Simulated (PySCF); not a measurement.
Species: C7H5NS.
Geometry (GFN2-xTB, Å), atoms numbered from 1 in this order:
```
atom  x, y, z in Å
N1    -4.5126    0.8042   -0.4930
C2    -3.4194    0.6339   -0.1853
C3    -2.0887    0.4289    0.2038
C4    -1.1255    0.1238   -0.6859
C5     0.2486   -0.0971   -0.3629
C6     0.8910   -0.0572    0.8527
C7     2.2643   -0.3332    0.7596
C8     2.6658   -0.5818   -0.5181
S9     1.3740   -0.4841   -1.6361
H10   -1.8863    0.5316    1.2609
H11   -1.3871    0.0340   -1.7328
H12    0.3941    0.1622    1.7804
H13    2.9303   -0.3478    1.6036
H14    3.6508   -0.8179   -0.8690
```

NICS is the negative of the GIAO shielding at a point without a nucleus: at the ring centre (0) and 1 Å above and below it (1); zz is the component along the ring normal. Level: GIAO PBE0/pcSseg-1 (PySCF, non-relativistic, gas phase) on the GFN2-xTB geometry, one conformer.

Ring bond lengths (Å), with Mayer bond orders in brackets: C5–C6 1.376 (1.48), C6–C7 1.404 (1.32), C7–C8 1.362 (1.53), C8–S9 1.711 (1.19), S9–C5 1.743 (1.14).

**Question.** What do the NICS probes read (ppm)?

**Answer.** 
| ring | type | NICS(0) | NICS(1), two faces | NICS(1)zz, two faces | rms pucker (Å) | centre to ring atoms, mean (Å) |
| --- | --- | --- | --- | --- | --- | --- |
| C5–C6–C7–C8–S9 | 5-membered ring with S; formal bonds all aromatic | -11.7 | -11.0 / -11.0 | -25.4 / -25.4 | 0.00 | 1.29 |

**Question.** What do they say, and how far can they be read as aromaticity?

**Answer.** 
- C5–C6–C7–C8–S9: mean NICS(1)zz -25.4 ppm, shielded, aromatic by this magnetic criterion (flat ring, no four-coordinate atom).

**Question.** What does the geometric index give? Use HOMA with the parameters of Krygowski (1993).

**Answer.** 
- C5–C6–C7–C8–S9: HOMA 0.84; the largest term is that of S9–C5, α(R − Ropt)² = 0.41. The geometric and the magnetic index point the same way.

**Question.** What field does 1 T along the ring normal induce along that normal at the first NICS(1) probe listed for ring C5–C6–C7–C8–S9, 1 Å off the ring?

**Answer.** NICSzz × B0 = -25.4 ppm × 1 T = -25 μT, against the applied field.

**Question.** How shielded are the nuclei of the rings and their hydrogens (means over atoms taken as equivalent)?

**Answer.** 
```
atoms                        environment  σ isotropic (ppm)
   C5        substituted aromatic carbon               37.4
   C6                 aromatic CH carbon               57.7
   C7                 aromatic CH carbon               53.1
   C8  aromatic CH next to a ring sulfur               46.8
   S9              thiophene-type sulfur              252.8
  H12                  aromatic hydrogen              23.92
  H13                  aromatic hydrogen              24.39
  H14                  aromatic hydrogen              24.26
```

Time: 29 s; peak memory 0.88 GiB. Hardware: one thread of an Arm Neoverse V2, no GPU, shared host with 48 logical CPUs at a one-minute load of 36. This is the whole shielding run at PBE0/pcSseg-1, SCF included.
